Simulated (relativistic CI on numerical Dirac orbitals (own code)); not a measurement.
Crystal-field levels of Co2+, 3d7

Calculated by Dirac-Coulomb-Breit CI, orbitals from a KLI potential per configuration, QED by a radiative potential, valence Slater integrals scaled by 0.7, one configuration in a parametric crystal field (own radial code).

Field parameters in Wybourne normalisation: Oh B⁴₀ = 21Dq, B⁴₄ = √(5/14) B⁴₀. The field is a parameter set, without covalency.

S is read from ⟨S²⟩ = S(S + 1).

Levels (cm⁻¹, degeneracy): 0 (4), 4993 (2), 5331 (4), 5905 (2), 5948 (4), 19188 (4), 19568 (2), 19913 (4), 20121 (2), 24879 (4), 25132 (2), 25213 (4).

(1) Which field gives this pattern?
A. Oh, 10Dq = 26650 cm⁻¹
B. Oh, 10Dq = 3250 cm⁻¹
C. Oh, 10Dq = 21450 cm⁻¹
D. Oh, 10Dq = 13650 cm⁻¹

Answers

(1) C. Oh, 10Dq = 21450 cm⁻¹, ground level with S = 0.52.
